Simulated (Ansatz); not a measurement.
One change: `N[Si](O)(O)S` becomes `CO[Si](N)(O)O`.

Ansatz, PBE0-D4/def2-TZVP geometries, multiplicity 1. Each molecule was computed in one conformer, which needn't be the lowest.

```tsv
property	`N[Si](O)(O)S`
LUMO energy (B3LYP/def2-TZVPP) / eV	0.10
HOMO–LUMO gap (B3LYP/def2-TZVPP) / eV	7.04
LUMO energy (ωB97M-V/def2-TZVPP) / eV	1.93
size of the dipole moment (ωB97M-V/def2-TZVPP) / D	1.84
LUMO energy (PBE0/def2-TZVPP) / eV	0.46
HOMO–LUMO gap (ωB97M-V/def2-TZVPP) / eV	11.35
```

(1) Give the same properties after the change, and the shifts. (Estimate.)

Results:

(1) Ansatz gave: 
```csv
property,`CO[Si](N)(O)O`,shift
LUMO energy (B3LYP/def2-TZVPP) / eV,0.30,0.20
HOMO–LUMO gap (B3LYP/def2-TZVPP) / eV,7.55,0.51
LUMO energy (ωB97M-V/def2-TZVPP) / eV,2.08,0.15
size of the dipole moment (ωB97M-V/def2-TZVPP) / D,1.43,-0.41
LUMO energy (PBE0/def2-TZVPP) / eV,0.67,0.21
HOMO–LUMO gap (ωB97M-V/def2-TZVPP) / eV,12.01,0.66
```

With PBE0 the HOMO falls by 0.32 eV and the LUMO rises by 0.21 eV, so the gap widens by about 0.53 eV. PBE moves the HOMO by -0.13 eV and ωB97M-V by -0.51 eV. Dipoles are sizes alone; their direction can turn.

Positive LUMOs are unbound, so they and the gaps depend on the basis.

B3LYP here is the variant with VWN-RPA as its local correlation; programs differ in this.
